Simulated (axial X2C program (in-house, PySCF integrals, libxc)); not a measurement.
## Estimating the spin–orbit splitting of the π levels of InF

Calculated with an in-house relativistic program for diatomic molecules. Spin-free means the one-electron spin-free X2C Hamiltonian; two-component (2c) means X2C with spin–orbit coupling and atomic mean-field two-electron Coulomb and Gaunt terms, so the difference of the two also holds small scalar two-electron terms. Basis: In dyall-cv3z [11s12p9d4f1g], F dyall-av3z [7s6p3d2f] (cores contracted in-house); Gaussian nuclei, density fitting, unrestricted open shells. Masses: In 114.904 u, F 18.998 u.

Hartree–Fock at 1.999 Å, closed shell. Valence p splittings ε(p3/2) − ε(p1/2) of spherical Dirac–Hartree–Fock atoms with fractionally filled p shells: F 2p 0.072 eV.

```tsv
filled π level (eV), spin-free	F p share	In p share
-14.67	0.95	< 0.02
```

(1) In first order a p shell splits by 3ζ/2 and a π orbital by ζ. Estimate the splitting of each π level from the shares.

The two-component Hartree–Fock calculation gives:

```csv
ε(ω = 1/2) (eV),σ share of it,ε(ω = 3/2) (eV),splitting (eV),estimate (eV)
-14.689,0.00,-14.652,0.04,0.05
```

The estimate leaves out the mixing of π1/2 with σ1/2 levels, which pushes the ω = 1/2 spinor up or down, the d and f parts of the orbital, small shares of the strongly split outer-core p shell of a metal, the Gaunt term (absent from the atomic values), and the change of the atomic p orbitals with charge; Löwdin shares depend on the basis.

Results:

(1) level -14.67 eV: (2/3) × (0.95 × 0.072) = 0.05 eV.
